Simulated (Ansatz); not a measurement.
Reaction (ligand exchange at a Ga–Se bond): `[OH][Ga]([OH])[SeH]` + HBr → `[OH][Ga]([OH])[Br]` + H₂Se

Computed with Ansatz on PBE0-D4/def2-TZVP structures; ΔE is electronic, products minus reactants. CBS: MP2 limit from def2 TZ/QZ plus the TZ coupled-cluster correction, frozen cores. Functionals use def2-TZVPP. B3LYP here is the variant with VWN-RPA as its local correlation; programs differ in this. HSE06 is defined as in plane-wave codes. For Br, Ga, Se outer-core shells are correlated without core-valence functions, which leaves a few kJ/mol of doubt a bond. Scalar relativity is left out up to krypton. Each species was taken in one conformer, which may not be the lowest.

`[OH][Ga]([OH])[SeH]`:

Cartesian coordinates in Å:
```
O 0.331 0.761 1.354
Ga -0.127 -0.281 -0.017
O -0.838 -1.852 0.404
Se 0.118 0.221 -2.258
H 0.711 1.607 1.111
H -0.906 -1.983 1.353
H 0.711 1.529 -1.947
```

HBr:

Z-matrix (Å, degrees):
```
Br
H 1 1.420
```

`[OH][Ga]([OH])[Br]`:

Z-matrix (Å, degrees):
```
Ga
O 1 1.767
Br 1 2.265 2 119.2
O 1 1.773 2 119.0 3 180.0
H 2 0.961 1 112.4 3 -180.0
H 4 0.960 1 113.7 2 180.0
```

H₂Se:

Z-matrix (Å, degrees):
```
Se
H 1 1.467
H 1 1.467 2 91.2
```

```json
{"level": "B3LYP-D4", "ΔE (kJ/mol)": "-23.5"}
{"level": "HSE06-D4", "ΔE (kJ/mol)": "-23.2"}
{"level": "BHLYP-D4", "ΔE (kJ/mol)": "-27.2"}
{"level": "r2SCANh", "ΔE (kJ/mol)": "-25.3"}
{"level": "CCSD/def2-TZVPP", "ΔE (kJ/mol)": "-25.9"}
{"level": "CCSD(T)/def2-TZVPP", "ΔE (kJ/mol)": "-24.4"}
{"level": "HF/CBS(def2)", "ΔE (kJ/mol)": "-37.1"}
{"level": "MP2/CBS(def2)", "ΔE (kJ/mol)": "-21.7"}
```

(1) What does CCSD(T)/CBS give? (Estimate.)

Largest T1 diagnostic among the species: 0.013.

## Answers

(1) The calculation gave: -22.3 kJ/mol. The listed levels differ from it by -1.2, -0.9, -4.9, -3.0, -3.6, -2.1, -14.8, 0.6 kJ/mol.

From BLYP to BHLYP (50 % exact exchange), in def2-TZVPP and without D4, ΔE moves by −5.8 kJ/mol. At CCSD(T), def2-SVP lies −6.4 kJ/mol from the extrapolated value and def2-TZVPP −2.1 kJ/mol. Leaving LDA and LC-ωPBE aside and taking each functional with its dispersion term where it has one, the values, not all of them listed here, spread over 7.5 kJ/mol, from B97M-V to PBE-D4.
